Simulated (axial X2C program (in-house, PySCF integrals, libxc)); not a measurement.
**Curves of HNdH from open-shell CI on f2 s1 d(πδ)1**

Computed with an axial X2C code built on PySCF integrals: two-component X2C with atomic mean-field Coulomb and Gaunt terms, basis H dyall-v4z, Nd dyall-v4z (cores contracted in-house). Orbitals come from Hartree–Fock averaged over the configuration Nd f2 s1 d(πδ)1; CI then distributes these electrons over the f, s, d(πδ) shells of Nd.

Scan along the symmetric stretch (R is each bond); masses H 1.008 u, Nd 141.908 u, H 1.008 u. Energies in cm⁻¹ from the lowest point; levels are followed by energy order within each Ω. Lowest level at 2.052 Å: 100% f3 s1.

| R (Å) | (1)Ω=3 | (1)Ω=4 | (1)Ω=0 | (1)Ω=5 | (1)Ω=1 |
| --- | --- | --- | --- | --- | --- |
| 1.908 | 7128 | 7691 | 9037 | 8518 | 9245 |
| 1.980 | 3902 | 4426 | 5540 | 5232 | 5745 |
| 2.052 | 1757 | 2235 | 3173 | 3019 | 3371 |
| 2.134 | 407 | 828 | 1627 | 1592 | 1813 |
| 2.216 | 0 | 361 | 1069 | 1111 | 1239 |
| 2.308 | 421 | 716 | 1360 | 1459 | 1509 |
| 2.421 | 1893 | 2119 | 2720 | 2863 | 2841 |

(1) Fit the curves (1)Ω=3, (1)Ω=4, (1)Ω=0, (1)Ω=5, (1)Ω=1 near their minima.

The 5 lowest curves are shown; the next is (1)Ω=2, from 1508 cm⁻¹.

Dynamic correlation is missing, so gaps between terms are too wide and other configurations may lie lower; the lowest level listed is that of this model, not necessarily the ground state. The lowest levels belong to f3 s1, not to the averaged configuration, so orbitals and distance suit them less well. At most 4 roots were kept for each Ω > 0 (twice that for Ω = 0) within 2.2 eV of the lowest, so higher up levels can be missing between those listed; levels with Ω > 0 are doubly degenerate and listed once, Ω = 0 levels singly. The molecule was held linear; bending was not examined.

## Answers

(1) From the open-shell CI curves, Te from the lowest:

```json
{"level": "(1)Ω=3", "Te (cm⁻¹)": "0", "Re (Å)": "2.217", "ωe (cm⁻¹)": "1357.2"}
{"level": "(1)Ω=4", "Te (cm⁻¹)": "358", "Re (Å)": "2.223", "ωe (cm⁻¹)": "1345.5"}
{"level": "(1)Ω=0", "Te (cm⁻¹)": "1056", "Re (Å)": "2.231", "ωe (cm⁻¹)": "1358.7"}
{"level": "(1)Ω=5", "Te (cm⁻¹)": "1107", "Re (Å)": "2.224", "ωe (cm⁻¹)": "1349.6"}
{"level": "(1)Ω=1", "Te (cm⁻¹)": "1223", "Re (Å)": "2.233", "ωe (cm⁻¹)": "1352.5"}
```

Without dynamic correlation distances can be off by several hundredths of an Å (long for ionic bonds, short for multiple bonds) and the wavenumbers are rough.
